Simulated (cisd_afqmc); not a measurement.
Input (AFQMC/CISD/cc-pV(D+d)Z; cisd_afqmc is a phaseless AFQMC code with CISD trial states that reads the integrals written by Ansatz): A basis named .json is the Basis Set Exchange file of that set.

Ansatz 0.2 input:
```python
import cisd_afqmc

open("ham.yaml", "w").write("""\
crystal:
  periodic: [false, false, false]
  atoms:
    - {symbol: Si, position_ang: [0.97108021, -0.58087265, 0.01833942]}
    - {symbol: S, position_ang: [-0.75787112, 0.54665389, -0.01125239]}
    - {symbol: H, position_ang: [-1.46918503, -0.61424516, -0.07671353]}
basis:
  gaussian:
    orbitals: cc-pV_D+d_Z.json
total_charge: 1
magnetization: {spin_polarized: false}
correlation: {method: ccsd, electrons: outside_noble_gas, hamiltonian_folder: ham}
""")
rep = cisd_afqmc.ansatz("ham.yaml")
e_ccsd = rep["correlation"]["coupled_cluster"]["energy"]["hartree"]
out = cisd_afqmc.run("ham", e_ccsd, trial="CISD", walkers=200, populations=8, threads=8, dt=0.005, steps=40, early=24, settle=10, least=32,
    cut=5e-5, rank_cut=2e-4, target=0.0004, seconds=1500, seed=1, memory=17280, gpu=False)
```

Output:

```
orbitals 41, occupied [5], factors 243 of 532, rank of the doubles 81 of 180
E(HF) = -686.764898
E(CCSD) on the cut factors = -686.994443, shift to the whole factors -0.000007
Energy of the trial state on the determinant = -686.994369
  tau behind 7.2 of longer steps, mean of the populations' last blocks
   2.0  -687.00515
   4.0  -687.00504
   6.0  -687.00578
   8.0  -687.00459
blocks 367 (0 outliers left out), error by blocks joined: 1: 0.00014, 2: 0.00019, 4: 0.00024, 8: 0.00030, 16: 0.00038
E(AFQMC/CISD) = -687.00498 +/- 0.00038
```

The error still grows at the longest joins of blocks, or few joins were possible, so the printed bar may be too narrow.
